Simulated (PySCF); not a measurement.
**Finite-field polarisability of P (phosphorus, neutral)**

[Ne] 3s2 3p3, high-spin 4S determinant. Computed with PySCF 2.14 in aug-cc-pCVTZ-DK with one added diffuse shell each of s, p, d, f type (9s8p6d4f, 91 functions), with scalar relativity by spin-free X2C-1e. Frozen: [Ne]. Energy changes in a uniform field (μhartree):

| axis | F (au) | HF | MP2 | CCSD | CCSD(T) |
| --- | --- | --- | --- | --- | --- |
| x | 0.0028 | -99.914 | -98.621 | -98.292 | -98.547 |
| x | 0.0056 | -399.979 | -394.828 | -393.506 | -394.533 |

Q: Derive α along x at CCSD(T) from the two fields.

A: With ΔE = −αF²/2 − γF⁴/24, α = −(16 ΔE(F) − ΔE(2F))/(6F²) = 25.13 bohr³.

Q: And the mean polarisability at each level?

A: HF 25.48, MP2 25.15, CCSD 25.07, CCSD(T) 25.13 bohr³. Reference: 25 ± 1 bohr³ (recommended; Schwerdtfeger and Nagle, table of static dipole polarizabilities (2023 update)).

The same two fields give the second hyperpolarisability, to two digits from the fit; its basis error is larger: HF 10000, MP2 11000, CCSD 11000, CCSD(T) 11000 au.
